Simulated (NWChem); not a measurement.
C2H7BeNO; SMILES C[N]([Be][OH])C

```xyz
12

Be     0.0000     0.0000    -1.0521
O      0.0000     0.0000    -2.4535
H      0.0000     0.0000    -3.4083
N      0.0000     0.0000     0.4628
C      0.0000     1.2074     1.2613
C      0.0000    -1.2074     1.2613
H     -0.8962     1.2764     1.9282
H      0.8962     1.2764     1.9282
H      0.0000     2.1117     0.6173
H      0.8962    -1.2764     1.9282
H     -0.8962    -1.2764     1.9282
H      0.0000    -2.1117     0.6173
```
Atoms are numbered in this order, from 1.

This is a stationary point of PBE-D3(BJ)/def2-SVP (NWChem), point group C2v. 

Task: Is it a minimum? If not, what does it relax to?

Result: No. It has an imaginary frequency of 321i cm⁻¹. Following that mode (on a finer grid) lowers the energy by 1.5 kcal/mol and ends, with real frequencies alone, at point group Cs:
```xyz
12

Be     0.1142     0.0000    -1.0713
O      0.1867     0.0000    -2.5030
H     -0.5469     0.0000    -3.1336
N      0.0557     0.0000     0.4391
C      0.0041     1.2087     1.2368
C      0.0041    -1.2087     1.2368
H     -0.9337     1.2757     1.8429
H      0.8556     1.2746     1.9585
H      0.0471     2.1122     0.5934
H      0.8556    -1.2746     1.9585
H     -0.9337    -1.2757     1.8429
H      0.0471    -2.1122     0.5934
```
